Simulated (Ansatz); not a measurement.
Geometry optimisation of mer-ScBr3(H2O)3 (ScBr3O3H6).

```yaml
crystal:
  periodic: [false, false, false]
  atoms:
    - {symbol: Br, position_ang: [0.015230, 0.071000, 2.501220]}
    - {symbol: Br, position_ang: [-0.027520, 0.004720, -2.515060]}
    - {symbol: Br, position_ang: [2.968670, 0.050860, -0.028640]}
    - {symbol: O, position_ang: [-1.902080, -0.091750, 0.011970]}
    - {symbol: O, position_ang: [0.420360, 2.425940, -0.015980]}
    - {symbol: O, position_ang: [0.458420, -2.369730, 0.013720]}
    - {symbol: Sc, position_ang: [0.442470, 0.026840, -0.009470]}
    - {symbol: H, position_ang: [-2.466620, -0.109060, 0.802300]}
    - {symbol: H, position_ang: [-2.480800, -0.127850, -0.766640]}
    - {symbol: H, position_ang: [0.626620, 2.982700, -0.784250]}
    - {symbol: H, position_ang: [0.612960, 2.965490, 0.767970]}
    - {symbol: H, position_ang: [0.696090, -2.906730, 0.786670]}
    - {symbol: H, position_ang: [0.636200, -2.922440, -0.763810]}
basis:
  gaussian: {orbitals: def2-SVP}
hamiltonian: {xc: pbe0, dispersion: d4}
scf: {lower_state_search: "off"}
output: {orbitals: {seedname: orbitals}}
relax: {f_tol: 0.02, max_steps: 100}
```

```sh
$ ansatz run in.yaml --threads 4 --pin off --events-out ev --progress --plain --max-ram 4787MiB
```

Shortened log:

```
Functional definition: PBE0
mean field -237018.12514521 eV, -8710.2554424309 hartree, gradient 9.1e-6 eV, S^2 0.000000; 0 other end points of the search recorded, 0 dependent functions left out
relax step   1: F+E_penalty+E_count = -237018.49839484 eV  Δ(F+E_penalty+E_count) = +0.000e0 eV  max|allowed force component| = 5.013e-1 eV/Å  Δτ_max = 0.0000 Å  (15 SCF iters, accepted)
mean field -237018.38253193 eV, -8710.2649012187 hartree, gradient 3.3e-6 eV, S^2 0.000000; 0 other end points of the search recorded, 0 dependent functions left out
relax step   2: F+E_penalty+E_count = -237018.77192527 eV  Δ(F+E_penalty+E_count) = -2.735e-1 eV  max|allowed force component| = 9.240e-1 eV/Å  Δτ_max = 0.1949 Å  (19 SCF iters, accepted)
mean field -237018.51582186 eV, -8710.2697995330 hartree, gradient 1.6e-6 eV, S^2 0.000000; 0 other end points of the search recorded, 0 dependent functions left out
relax step   3: F+E_penalty+E_count = -237018.91201701 eV  Δ(F+E_penalty+E_count) = -1.401e-1 eV  max|allowed force component| = 7.344e-1 eV/Å  Δτ_max = 0.1910 Å  (20 SCF iters, accepted)
mean field -237018.54312976 eV, -8710.2708030798 hartree, gradient 3.2e-6 eV, S^2 0.000000; 0 other end points of the search recorded, 0 dependent functions left out
relax step   4: F+E_penalty+E_count = -237018.93874969 eV  Δ(F+E_penalty+E_count) = -2.673e-2 eV  max|allowed force component| = 1.791e-1 eV/Å  Δτ_max = 0.1471 Å  (21 SCF iters, accepted)
mean field -237018.56032437 eV, -8710.2714349700 hartree, gradient 3.0e-6 eV, S^2 0.000000; 0 other end points of the search recorded, 0 dependent functions left out
relax step   5: F+E_penalty+E_count = -237018.95687242 eV  Δ(F+E_penalty+E_count) = -1.812e-2 eV  max|allowed force component| = 1.974e-1 eV/Å  Δτ_max = 0.1073 Å  (20 SCF iters, accepted)
mean field -237018.57369424 eV, -8710.2719263039 hartree, gradient 3.1e-6 eV, S^2 0.000000; 0 other end points of the search recorded, 0 dependent functions left out
relax step   6: F+E_penalty+E_count = -237018.97005539 eV  Δ(F+E_penalty+E_count) = -1.318e-2 eV  max|allowed force component| = 5.883e-2 eV/Å  Δτ_max = 0.2000 Å  (20 SCF iters, accepted)
mean field -237018.52177781 eV, -8710.2700184102 hartree, gradient 1.8e-6 eV, S^2 0.000000; 0 other end points of the search recorded, 0 dependent functions left out
relax step   7: F+E_penalty+E_count = -237018.91748678 eV  Δ(F+E_penalty+E_count) = +5.257e-2 eV  max|allowed force component| = 1.287e0 eV/Å  Δτ_max = 0.1998 Å  (20 SCF iters, rejected (line search))
mean field -237018.58118063 eV, -8710.2722014236 hartree, gradient 8.7e-7 eV, S^2 0.000000; 0 other end points of the search recorded, 0 dependent functions left out
relax step   8: F+E_penalty+E_count = -237018.97783440 eV  Δ(F+E_penalty+E_count) = -7.779e-3 eV  max|allowed force component| = 6.477e-2 eV/Å  Δτ_max = 0.0999 Å  (20 SCF iters, accepted)
mean field -237018.58556473 eV, -8710.2723625362 hartree, gradient 2.7e-6 eV, S^2 0.000000; 0 other end points of the search recorded, 0 dependent functions left out
relax step   9: F+E_penalty+E_count = -237018.98235593 eV  Δ(F+E_penalty+E_count) = -4.522e-3 eV  max|allowed force component| = 3.164e-1 eV/Å  Δτ_max = 0.0975 Å  (19 SCF iters, accepted)
mean field -237018.58852697 eV, -8710.2724713967 hartree, gradient 9.4e-7 eV, S^2 0.000000; 0 other end points of the search recorded, 0 dependent functions left out
relax step  10: F+E_penalty+E_count = -237018.98522962 eV  Δ(F+E_penalty+E_count) = -2.874e-3 eV  max|allowed force component| = 4.749e-1 eV/Å  Δτ_max = 0.1200 Å  (20 SCF iters, accepted)
mean field -237018.61022129 eV, -8710.2732686483 hartree, gradient 3.3e-6 eV, S^2 0.000000; 0 other end points of the search recorded, 0 dependent functions left out
relax step  11: F+E_penalty+E_count = -237019.00625972 eV  Δ(F+E_penalty+E_count) = -2.103e-2 eV  max|allowed force component| = 2.119e-1 eV/Å  Δτ_max = 0.1999 Å  (20 SCF iters, accepted)
mean field -237018.61416595 eV, -8710.2734136118 hartree, gradient 1.9e-6 eV, S^2 0.000000; 0 other end points of the search recorded, 0 dependent functions left out
relax step  12: F+E_penalty+E_count = -237019.01018687 eV  Δ(F+E_penalty+E_count) = -3.927e-3 eV  max|allowed force component| = 2.662e-1 eV/Å  Δτ_max = 0.0583 Å  (20 SCF iters, accepted)
mean field -237018.60704597 eV, -8710.2731519573 hartree, gradient 1.4e-6 eV, S^2 0.000000; 0 other end points of the search recorded, 0 dependent functions left out
relax step  13: F+E_penalty+E_count = -237019.00244310 eV  Δ(F+E_penalty+E_count) = +7.744e-3 eV  max|allowed force component| = 7.830e-1 eV/Å  Δτ_max = 0.1688 Å  (19 SCF iters, rejected (line search))
mean field -237018.61984833 eV, -8710.2736224354 hartree, gradient 1.0e-6 eV, S^2 0.000000; 0 other end points of the search recorded, 0 dependent functions left out
relax step  14: F+E_penalty+E_count = -237019.01575537 eV  Δ(F+E_penalty+E_count) = -5.568e-3 eV  max|allowed force component| = 1.947e-2 eV/Å  Δτ_max = 0.0730 Å  (20 SCF iters, accepted)
mean field -237018.62128577 eV, -8710.2736752602 hartree, gradient 2.5e-6 eV, S^2 0.000000; 0 other end points of the search recorded, 0 dependent functions left out
relax step  15: F+E_penalty+E_count = -237019.01662634 eV  Δ(F+E_penalty+E_count) = -8.710e-4 eV  max|allowed force component| = 9.969e-2 eV/Å  Δτ_max = 0.0530 Å  (21 SCF iters, accepted)
mean field -237018.62144841 eV, -8710.2736812372 hartree, gradient 1.8e-6 eV, S^2 0.000000; 0 other end points of the search recorded, 0 dependent functions left out
relax step  16: F+E_penalty+E_count = -237019.01686037 eV  Δ(F+E_penalty+E_count) = -2.340e-4 eV  max|allowed force component| = 5.440e-2 eV/Å  Δτ_max = 0.0107 Å  (22 SCF iters, accepted)
mean field -237018.62155781 eV, -8710.2736852576 hartree, gradient 1.8e-6 eV, S^2 0.000000; 0 other end points of the search recorded, 0 dependent functions left out
relax step  17: F+E_penalty+E_count = -237019.01690571 eV  Δ(F+E_penalty+E_count) = -4.535e-5 eV  max|allowed force component| = 1.239e-2 eV/Å  Δτ_max = 0.0230 Å  (21 SCF iters, accepted)
Total energy: -237019.01697810 eV, -8710.2882166851 hartree
Atom 0 at    -0.019289     0.011915     2.341430 Å, force     0.000219     0.001569    -0.007245 eV/Å
Atom 1 at    -0.399395    -0.518132    -2.611240 Å, force     0.000740    -0.000910    -0.002714 eV/Å
Atom 2 at     2.776172     0.239088    -0.467916 Å, force    -0.000922    -0.001074    -0.000075 eV/Å
Atom 3 at    -1.926632     0.307611    -0.059899 Å, force    -0.002302     0.005691     0.001531 eV/Å
Atom 4 at     0.356596     2.237052    -0.028237 Å, force    -0.002284    -0.002238     0.009002 eV/Å
Atom 5 at     0.414648    -2.129380     0.064076 Å, force     0.000488     0.001398     0.000510 eV/Å
Atom 6 at     0.276521     0.037401    -0.240102 Å, force     0.000259    -0.003523     0.012393 eV/Å
Atom 7 at    -2.280616    -0.007242     0.783985 Å, force     0.000930    -0.001369     0.002148 eV/Å
Atom 8 at    -2.402012    -0.100861    -0.797813 Å, force    -0.003492     0.000510    -0.002978 eV/Å
Atom 9 at     1.306951     2.421183    -0.120285 Å, force     0.007979     0.011774    -0.005479 eV/Å
Atom 10 at     0.146493     2.411815     0.903403 Å, force    -0.003482    -0.009626    -0.006015 eV/Å
Atom 11 at     0.873939    -2.334152     0.891816 Å, force     0.000526    -0.000148     0.001088 eV/Å
Atom 12 at     0.876624    -2.576308    -0.659218 Å, force     0.001340    -0.002055    -0.002166 eV/Å
Dipole moment:    -0.613588    -0.203639     0.360041 e Å
Checks for a lower state left out: stability, starts, cluster_reference, orbital_swaps, neighbouring_geometries, increment
```

Run time 2.4 min (4 threads of Arm Neoverse V1 on a shared host), peak host memory 0.82 GiB.
